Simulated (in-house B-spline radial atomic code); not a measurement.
# Ionising Ar IX (Ar8+) with different functionals

Computed with a radial B-spline atomic code at the basis-set limit: non-relativistic Hamiltonian, point nucleus, spin-polarised at highest spin, spherical fractional occupations for the functionals, the average over the highest-spin determinants for Hartree-Fock. The ionisation energy is the difference of two self-consistent energies, [He] 2s2 2p6 → [He] 2s2 2p5, without Breit or QED terms; ε is the level of the shell that loses the electron (its least bound occupied spin orbital).

Hybrids are left out here: with spherical fractional occupations of an open shell their exact exchange keeps a self-interaction that integer-occupation calculations don't have.

| method | rung | ΔSCF (eV) | -ε(2p) (eV) |
| --- | --- | --- | --- |
| Hartree-Fock | Hartree-Fock | ? | ? |
| LDA VWN5 | LDA | 422.70 | 394.74 |
| LDA PW92 | LDA | 422.68 | 394.73 |
| LDA exchange-only | LDA | 420.03 | 392.20 |
| PBE | GGA | 422.90 | 394.96 |
| PBEsol | GGA | ? | ? |
| BLYP | GGA | 423.02 | 395.07 |
| RPBE | GGA | 422.84 | 394.91 |
| PW91 | GGA | 423.25 | 395.28 |
| BP86 | GGA | 423.15 | 395.16 |
| AM05 | GGA | 422.37 | 394.46 |
| OLYP | GGA | 423.85 | 396.10 |
| TPSS | meta-GGA | 423.51 | 395.67 |
| SCAN | meta-GGA | 425.58 | 398.27 |
| r2SCAN | meta-GGA | 425.37 | 398.06 |
| M06-L | meta-GGA | 425.55 | 398.37 |
| revTPSS | meta-GGA | 423.09 | 395.31 |

Q: What does Hartree-Fock give?

A: ΔSCF 421.44 eV, and -ε(2p) = 424.53 eV.

Q: What does PBEsol give?

A: ΔSCF 422.51 eV, and -ε(2p) = 394.59 eV.

Q: How do they compare with the NIST value?

A: NIST lists 422.60 eV ± 0.06 (semi-empirical, ground level to ground level). Errors run from -2.57 to +2.98 eV; LDA PW92 is closest (+0.08 eV), though others lie within the uncertainty of it, and part of that can be cancellation, since the calculations leave out relativity, Breit-QED terms, multiplet and fine-structure energies. Hartree-Fock also lacks correlation.
